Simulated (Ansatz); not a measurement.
A single point on C₂H₈GeSi, SMILES `[GeH3][CH]1C[SiH2]1`.

```yaml
crystal:
  periodic: [false, false, false]
  atoms:
    - {symbol: Ge, position_ang: [-0.856528, 1.236266, -0.942875]}
    - {symbol: C, position_ang: [-0.487180, -0.126604, 0.380945]}
    - {symbol: C, position_ang: [0.871157, -0.090316, 1.124484]}
    - {symbol: Si, position_ang: [0.637023, -1.548180, 0.019355]}
    - {symbol: H, position_ang: [-2.053272, 0.830117, -1.820308]}
    - {symbol: H, position_ang: [-1.160630, 2.593816, -0.276806]}
    - {symbol: H, position_ang: [0.390006, 1.404093, -1.833121]}
    - {symbol: H, position_ang: [-1.342399, -0.349824, 1.014438]}
    - {symbol: H, position_ang: [1.568123, 0.689470, 0.830792]}
    - {symbol: H, position_ang: [0.831690, -0.226925, 2.200663]}
    - {symbol: H, position_ang: [1.336711, -1.600107, -1.281351]}
    - {symbol: H, position_ang: [0.342500, -2.867005, 0.617684]}
basis:
  gaussian: {orbitals: def2-QZVPP}
correlation: {method: mp2}
```

```sh
$ ansatz run in.yaml --threads 4 --pin off --events-out ev --progress --plain --max-ram 10444MiB
```

Shortened log:

```
Functional definition: HF
3092 factors; integrals over basis functions are off by at most 9.2e-4 eV
mean field evaluation 1: about -66520.1701 eV, gradient 3.9e1 eV
mean field evaluation 2: about -66520.2872 eV, gradient 3.9e1 eV
mean field evaluation 4: about -66524.4737 eV, gradient 4.3e0 eV
mean field evaluation 8: about -66524.5444 eV, gradient 2.8e-1 eV
mean field -66524.54457075 eV, -2444.7319210193 hartree, gradient 2.2e-6 eV, S^2 0.000000; 0 other end points of the search recorded, 0 dependent functions left out
16 core orbitals not correlated: weight in the atoms' cores, before any rotation towards them, 1.000 or more for the frozen orbitals, at most 0.000 for the correlated occupied ones
reference -66524.54457075 eV, -2444.7319210193 hartree; 17, 17 occupied and 480, 480 virtual orbitals, 3092 factors
second order -27.94988659 eV of doubles, -0.00000000 eV of singles
Total energy: -66552.49445734 eV, -2445.7590604062 hartree
```

Run time 16 s (4 threads of an Intel Xeon 6975P-C on a shared host); peak host memory 3.7 GiB.
